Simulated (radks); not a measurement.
The numbers below are computed, except where a source is named.
C II, 5 electrons, occupied as 1s1.75 2s2 2p1 3s0.25 (fractional occupations, a model configuration).

Level of theory: Dirac Kohn-Sham, PBE, spin-unpolarised, spherical densities, finite nucleus; open shells fill j = l - 1/2 first; Fermi nuclear charge, rms radius 2.4702 fm (a radial shooting solver on a logarithmic mesh with Libxc functionals).

Energy parts (eV):
| part | energy |
|---|---|
| total | -944.200 |
| kinetic | 942.247 |
| electron-nucleus | -2134.810 |
| Hartree | 366.499 |
| exchange-correlation | -118.136 |

Orbitals (lengths in bohr, moments of r in powers of bohr; <r^-3> diverges for s and p1/2; r(90%) holds 90 % of the orbital's charge):
orbital  occ.  eigenvalue (eV)    <r^4>   <r^-3>  r(90%)  small-component weight
1s1/2    1.75        -303.6700  0.02436        -   0.478                4.34e-04
2s1/2       2         -28.7705    9.996        -    2.20                5.56e-05
2p1/2       1         -20.0285    12.92        -    2.33                4.76e-05
2p3/2       0         -20.0139    12.94    2.705    2.33                4.75e-05
3s1/2    0.25          -6.1039    882.7        -    6.78                9.87e-06
3p1/2       0          -4.5352     1574        -    7.85                7.88e-06
3p3/2       0          -4.5337     1576   0.2865    7.85                7.88e-06
3d3/2       0          -2.8884     3161  0.01663    9.37                4.71e-06
3d5/2       0          -2.8883     3161  0.01663    9.37                4.71e-06

The highest occupied level is 3s1/2 at -6.104 eV. The configuration is held as typed, so some empty levels lie below it. Summed over all electrons, <r^2> = 13.26 bohr^2, which gives a Langevin (diamagnetic) susceptibility term of -10.5 x 10^-6 cm^3/mol.
